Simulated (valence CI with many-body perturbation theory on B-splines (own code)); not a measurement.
E1 transitions of Tl LI

Calculated by configuration interaction combined with many-body perturbation theory (CI+MBPT): three valence electrons over a frozen Dirac-Fock core [Ar] 3d10, a basis of 11 s, 11 p, 9 d, 7 f, 5 g, 2 h, 1 i functions for each j, with the one-electron correlation potential Σ1, the two-electron term Σ2, the three-electron term Σ3, Breit, model QED; selected CI, second order for the rest (own B-spline code, finite nucleus).

The last digits are not significant, and no measured levels were compared; by estimate large intervals hold to a few tenths of a per cent, small ones and those within an open d or f shell to about a per cent.

Lines 151 to 200 of 269 in falling wavelength, among levels below 6359.5 × 10³ cm⁻¹, chosen from the strongest by gf and those to the six lowest levels. Wavelengths and rates use the calculated energies. Electric multipoles are in the length gauge, E1 and E2 with the static RPA response of the core. Weak lines are less certain than strong ones. Lines between different terms over intervals too small for the method are left out, as are lines whose strength nearly cancels. The highest levels of a list are the least certain.

Levels are named by their leading jj configuration (3d3/2^4 stands for four electrons in 3d with j = 3/2), which in mixed levels can hold well under half, so a name can repeat and another be missing. Letters in brackets count levels of one name in rising energy.

```tsv
λ vac (nm)	Upper	Lower	A (s⁻¹)	S (a.u.)
4.398	(4p1/2^2 4p3/2) J=3/2	(4s 4p1/2^2) J=1/2	5.05e+11	8.49e-02
4.396	(4p1/2 4p3/2 4d5/2) J=3/2 [a]	(4s 4p1/2 4d5/2) J=5/2 [a]	2.55e+11	4.27e-02
4.394	(4s 4p1/2 4p3/2) J=3/2 [b]	(4s^2 4p1/2) J=1/2	7.60e+11	1.27e-01
4.391	(4p1/2 4p3/2 4d3/2) J=1/2 [b]	(4s 4p1/2 4d3/2) J=1/2	5.25e+11	4.39e-02
4.387	(4p1/2 4p3/2 4d3/2) J=5/2 [a]	(4s 4p1/2 4d3/2) J=3/2 [a]	3.92e+11	9.81e-02
4.378	(4p1/2 4p3/2 4d3/2) J=7/2	(4s 4p1/2 4d3/2) J=5/2	1.01e+12	3.34e-01
4.373	(4p1/2 4p3/2 4d5/2) J=5/2 [a]	(4s 4p1/2 4d5/2) J=5/2 [a]	7.17e+10	1.77e-02
4.363	(4p1/2 4p3/2 4d5/2) J=1/2	(4s 4p1/2 4d5/2) J=3/2	4.68e+11	3.84e-02
4.360	(4s 4p3/2^2) J=1/2	(4s^2 4p3/2) J=3/2	9.89e+11	8.09e-02
4.357	(4s 4p1/2 4p3/2) J=1/2	(4s^2 4p1/2) J=1/2	1.39e+12	1.14e-01
4.353	(4p1/2 4p3/2 4d3/2) J=3/2 [a]	(4s 4p1/2 4d3/2) J=3/2 [a]	6.57e+11	1.07e-01
4.351	(4p1/2 4p3/2^2) J=3/2	(4s 4p1/2 4p3/2) J=5/2	1.08e+11	1.75e-02
4.349	(4p1/2 4p3/2 4d3/2) J=1/2 [a]	(4s 4p1/2 4d3/2) J=3/2 [a]	9.49e+11	7.71e-02
4.347	(4p1/2 4p3/2 4d5/2) J=3/2 [b]	(4s 4p1/2 4d5/2) J=5/2 [b]	5.85e+11	9.49e-02
4.347	(4s 4p3/2 4d3/2) J=1/2 [b]	(4s^2 4d3/2) J=3/2	1.52e+12	1.23e-01
4.337	(4p1/2 4p3/2^2) J=5/2	(4s 4p1/2 4p3/2) J=5/2	5.22e+11	1.26e-01
4.322	(4s 4p3/2 4d3/2) J=5/2 [b]	(4s^2 4d3/2) J=3/2	2.21e+12	5.29e-01
4.320	(4s^2 4f5/2) J=5/2	(4s 4p1/2 4p3/2) J=3/2 [b]	1.40e+11	3.34e-02
4.304	(4s 4p3/2 4d5/2) J=3/2 [b]	(4s^2 4d5/2) J=5/2	1.13e+12	1.78e-01
4.302	(4s 4p3/2^2) J=3/2	(4s^2 4p3/2) J=3/2	2.07e+12	3.26e-01
4.297	(4p1/2 4p3/2 4d5/2) J=7/2 [b]	(4s 4p1/2 4d5/2) J=7/2	3.01e+11	9.42e-02
4.246	(4s 4p3/2 4d5/2) J=5/2 [b]	(4s^2 4d5/2) J=5/2	1.04e+12	2.37e-01
4.207	(4p1/2 4p3/2^2) J=3/2	(4s 4p1/2 4p3/2) J=3/2 [a]	7.89e+11	1.16e-01
4.194	(4p1/2 4p3/2^2) J=5/2	(4s 4p1/2 4p3/2) J=3/2 [a]	2.01e+09	4.40e-04
4.182	(4p1/2 4p3/2 4d5/2) J=5/2 [b]	(4s 4p1/2 4d5/2) J=5/2 [a]	3.93e+11	8.50e-02
4.170	(4p1/2 4p3/2 4d3/2) J=5/2 [b]	(4s 4p1/2 4d3/2) J=5/2	9.58e+10	2.06e-02
4.142	(4p3/2^3) J=3/2	(4s 4p3/2^2) J=5/2	4.05e+11	5.68e-02
4.126	(4s 4p3/2 4d5/2) J=3/2 [a]	(4s^2 4d3/2) J=3/2	1.01e+11	1.40e-02
4.126	(4s^2 4f5/2) J=5/2	(4s 4p1/2 4p3/2) J=5/2	1.30e+08	2.70e-05
4.082	(4p1/2 4p3/2^2) J=1/2	(4s 4p1/2 4p3/2) J=3/2 [a]	4.14e+10	2.78e-03
4.051	(4p1/2 4p3/2 4d3/2) J=5/2 [b]	(4s 4p1/2 4d3/2) J=3/2 [a]	1.07e+11	2.11e-02
3.996	(4s^2 4f5/2) J=5/2	(4s 4p1/2 4p3/2) J=3/2 [a]	7.22e+09	1.36e-03
3.988	(4s^2 4f7/2) J=7/2	(4s 4p1/2 4p3/2) J=5/2	4.49e+10	1.12e-02
3.860	(4s 4p1/2 4d3/2) J=3/2 [a]	(4s 4p1/2^2) J=1/2	4.89e+10	5.56e-03
3.837	(4s 4p3/2 4d3/2) J=3/2 [a]	(4s 4p1/2 4p3/2) J=3/2 [b]	2.57e+09	2.87e-04
3.836	(4s 4p3/2 4d3/2) J=1/2 [a]	(4s 4p1/2 4p3/2) J=3/2 [b]	4.72e+10	2.63e-03
3.835	(4s 4p3/2 4d3/2) J=5/2 [a]	(4s 4p1/2 4p3/2) J=3/2 [b]	3.89e+10	6.50e-03
3.826	(4p1/2 4p3/2 4d3/2) J=3/2 [a]	(4p1/2^2 4p3/2) J=3/2	1.05e+11	1.16e-02
3.683	(4s 4p3/2 4d3/2) J=3/2 [a]	(4s 4p1/2 4p3/2) J=5/2	3.04e+11	3.00e-02
3.681	(4s 4p3/2 4d3/2) J=5/2 [a]	(4s 4p1/2 4p3/2) J=5/2	1.16e+12	1.72e-01
3.671	(4s 4p3/2 4d3/2) J=3/2 [b]	(4s 4p1/2 4p3/2) J=1/2	9.09e+11	8.88e-02
3.645	(4s 4p3/2 4d3/2) J=3/2 [b]	(4s 4p1/2 4p3/2) J=3/2 [b]	9.39e+11	8.97e-02
3.630	(4s 4p3/2 4d3/2) J=7/2	(4s 4p1/2 4p3/2) J=5/2	1.54e+12	2.92e-01
3.618	(4p1/2 4p3/2 4d3/2) J=3/2 [b]	(4p1/2^2 4p3/2) J=3/2	2.30e+12	2.15e-01
3.597	(4s 4p1/2 4d3/2) J=1/2	(4s 4p1/2^2) J=1/2	2.22e+12	1.02e-01
3.593	(4p1/2 4p3/2 4d3/2) J=1/2 [b]	(4p1/2^2 4p3/2) J=3/2	1.95e+12	8.90e-02
3.591	(4p1/2 4p3/2 4d3/2) J=5/2 [b]	(4p1/2^2 4p3/2) J=3/2	1.58e+12	2.17e-01
3.586	(4s^2 4d3/2) J=3/2	(4s^2 4p1/2) J=1/2	2.24e+12	2.04e-01
3.579	(4s 4p3/2 4d3/2) J=3/2 [a]	(4s 4p1/2 4p3/2) J=3/2 [a]	1.38e+12	1.25e-01
3.579	(4s 4p3/2 4d3/2) J=1/2 [b]	(4s 4p1/2 4p3/2) J=1/2	1.65e+12	7.45e-02
```
